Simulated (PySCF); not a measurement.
C7H8O2.
Numbering: `[CH2:1]=[C:2]1[CH2:3][C@H:4]([C:5](=[O:6])[OH:7])[C:8]1=[CH2:9]` (hydrogens: H10, H11 on C1; H12, H13 on C3; H14 on C4; H15 on O7; H16, H17 on C9)

Geometry (GFN2-xTB, Å), atoms numbered from 1 in this order:
```xyz
17
C7H8O2 angstrom
C     -2.5989    0.3618    0.2924
C     -1.3564   -0.0427    0.0870
C     -0.6153   -1.3307    0.3533
C      0.6316   -0.7152   -0.3149
C      1.8160   -0.5131    0.5857
O      1.8260   -0.6567    1.7783
O      2.8930   -0.1081   -0.1028
C     -0.1689    0.5671   -0.5094
C      0.1473    1.7480   -1.0118
H     -3.3310   -0.2808    0.7515
H     -2.9251    1.3483    0.0105
H     -1.0204   -2.2125   -0.1388
H     -0.4614   -1.5416    1.4109
H      0.9587   -1.1709   -1.2496
H      3.6346    0.0614    0.4995
H     -0.5718    2.5472   -1.0613
H      1.1351    1.9504   -1.3903
```

PySCF, density fitting, gas phase, GFN2-xTB geometry. The standard run uses grid level 2 after a coarse-grid start, the def2-universal JK fitting basis (with tight functions added where the orbital basis needs them), an energy threshold of 1e-9 Eh and DIIS. The changed runs have no coarse-grid stage.

Task: Standard PBE0/pcSseg-1: E = -421.429634 Eh, HOMO -6.830 eV, LUMO -1.266 eV, dipole 1.532 D, 14 cycles (coarse-grid cycles included). What changes at PBE0/pcSseg-1 with: energy threshold 1e-07 Eh, level shift 0.2 Eh?

Result: E = -421.429634 Eh (0.000 mEh), HOMO -6.830 eV (0.000), LUMO -1.266 eV (0.000), dipole 1.532 D (0.000), 10 SCF cycles. The result matches the standard run within 0.02 mEh and 0.003 eV; such settings steer the iterations and don't enter the energy expression.

The cycles:
```
cycle   1  E = -421.2395557081  dE =  1.674e+00  |g| = 9.716e-01  |ddm| = 4.004e+00
cycle   2  E = -421.1866723800  dE =  5.288e-02  |g| = 1.207e+00  |ddm| = 1.424e+00
cycle   3  E = -421.4198727441  dE = -2.332e-01  |g| = 2.249e-01  |ddm| = 5.974e-01
cycle   4  E = -421.4288012928  dE = -8.929e-03  |g| = 6.414e-02  |ddm| = 1.644e-01
cycle   5  E = -421.4296032603  dE = -8.020e-04  |g| = 1.026e-02  |ddm| = 5.844e-02
cycle   6  E = -421.4296252533  dE = -2.199e-05  |g| = 6.692e-03  |ddm| = 1.444e-02
cycle   7  E = -421.4296331812  dE = -7.928e-06  |g| = 2.423e-03  |ddm| = 5.522e-03
cycle   8  E = -421.4296342478  dE = -1.067e-06  |g| = 6.859e-04  |ddm| = 2.331e-03
cycle   9  E = -421.4296343611  dE = -1.133e-07  |g| = 1.021e-04  |ddm| = 8.577e-04
cycle  10  E = -421.4296343669  dE = -5.788e-09  |g| = 3.953e-05  |ddm| = 2.531e-04
```
